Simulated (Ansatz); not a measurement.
Isolated molecules relaxed with PBE0-D4/def2-TZVP in Ansatz; ΔE leaves out vibrations. CBS: MP2 limit from def2 TZ/QZ plus the TZ coupled-cluster correction, frozen cores. This one scheme is used for every species. DFT in def2-TZVPP. HSE06 is defined as in plane-wave codes. One conformer a species, not always the lowest.

`BS[SiH2][SiH2][SiH3]` + CH₄ → `BS[SiH2]C` + `[SiH3][SiH3]`  (formal exchange of groups at the Si–Si bond)

`BS[SiH2][SiH2][SiH3]`:

```xyz
14

B    -0.336   -2.070    1.130
S    -1.921   -1.459    0.621
Si   -1.583    0.670    0.814
Si   -0.200    1.381   -0.930
Si    1.782    0.142   -1.020
H     0.531   -1.329    1.487
H    -0.181   -3.252    1.115
H    -2.922    1.312    0.739
H    -0.985    0.947    2.145
H     0.116    2.828   -0.759
H    -0.948    1.212   -2.208
H     2.560    0.322    0.234
H     1.477   -1.303   -1.199
H     2.608    0.599   -2.170
```

CH₄:

Cartesian coordinates in Å:
```
C 0.000 0.000 0.000
H -1.050 -0.139 0.257
H 0.112 0.909 -0.590
H 0.348 -0.854 -0.580
H 0.589 0.084 0.913
```

`BS[SiH2]C`:

Z-matrix (Å, degrees):
```
Si
S 1 2.163
C 1 1.863 2 108.1
H 1 1.485 2 108.5 3 120.8
H 1 1.485 2 108.5 3 -120.8
B 2 1.773 1 100.0 3 179.6
H 3 1.092 1 110.8 2 -60.1
H 3 1.093 1 110.3 2 -180.0
H 3 1.092 1 110.9 2 60.2
H 6 1.195 2 121.3 1 0.0
H 6 1.193 2 117.1 1 -180.0
```

`[SiH3][SiH3]`:

```xyz
8

Si    0.411    0.880   -0.651
Si   -0.411   -0.880    0.651
H     1.045    0.353   -1.889
H    -0.695    1.797   -1.036
H     1.427    1.654    0.112
H     0.695   -1.799    1.033
H    -1.430   -1.652   -0.111
H    -1.042   -0.353    1.891
```

```json
{"level": "BLYP-D4", "ΔE (kJ/mol)": "20.4", "difference from CCSD(T)/CBS": "5.9"}
{"level": "r2SCANh-D4", "ΔE (kJ/mol)": "17.3", "difference from CCSD(T)/CBS": "2.8"}
{"level": "r2SCAN0-D4", "ΔE (kJ/mol)": "16.3", "difference from CCSD(T)/CBS": "1.8"}
{"level": "BHLYP-D4", "ΔE (kJ/mol)": "14.5", "difference from CCSD(T)/CBS": "0.0"}
{"level": "ωB97X-V", "ΔE (kJ/mol)": "12.2", "difference from CCSD(T)/CBS": "-2.3"}
{"level": "BLYP", "ΔE (kJ/mol)": "6.0", "difference from CCSD(T)/CBS": "-8.5"}
{"level": "r2SCANh", "ΔE (kJ/mol)": "14.4", "difference from CCSD(T)/CBS": "-0.1"}
{"level": "HSE06", "ΔE (kJ/mol)": "15.7", "difference from CCSD(T)/CBS": "1.2"}
{"level": "CAM-B3LYP", "ΔE (kJ/mol)": "1.7", "difference from CCSD(T)/CBS": "-12.8"}
{"level": "LC-ωPBE", "ΔE (kJ/mol)": "8.9", "difference from CCSD(T)/CBS": "-5.6"}
{"level": "RPA@PBE/def2-TZVPP", "ΔE (kJ/mol)": "9.8", "difference from CCSD(T)/CBS": "-4.7"}
{"level": "CCSD/def2-SVP", "ΔE (kJ/mol)": "13.1", "difference from CCSD(T)/CBS": "-1.4"}
{"level": "SCS-MP2/def2-QZVPP", "ΔE (kJ/mol)": "6.5", "difference from CCSD(T)/CBS": "-8.0"}
{"level": "HF/CBS(def2)", "ΔE (kJ/mol)": "-8.7", "difference from CCSD(T)/CBS": "-23.2"}
{"level": "MP2/CBS(def2)", "ΔE (kJ/mol)": "11.9", "difference from CCSD(T)/CBS": "-2.6"}
{"level": "CCSD/CBS(def2)", "ΔE (kJ/mol)": "10.5", "difference from CCSD(T)/CBS": "-4.0"}
{"level": "CCSD(T)/CBS", "ΔE (kJ/mol)": "14.5", "difference from CCSD(T)/CBS": "0"}
```

Largest T1 diagnostic among the species: 0.015.

From BLYP to BHLYP (50 % exact exchange), in def2-TZVPP and without D4, ΔE moves by −4.8 kJ/mol. Leaving LDA and LC-ωPBE aside and taking each functional with its dispersion term where it has one, the values, not all of them listed here, spread over 20.2 kJ/mol, from B2PLYP to PBE-D4. LDA lies +3.4 kJ/mol from PBE without D4. In def2-TZVPP, CCSD(T) changes the Hartree–Fock value by +20.5 kJ/mol (the triples alone add +3.9 kJ/mol) and MP2 by +17.9 kJ/mol.
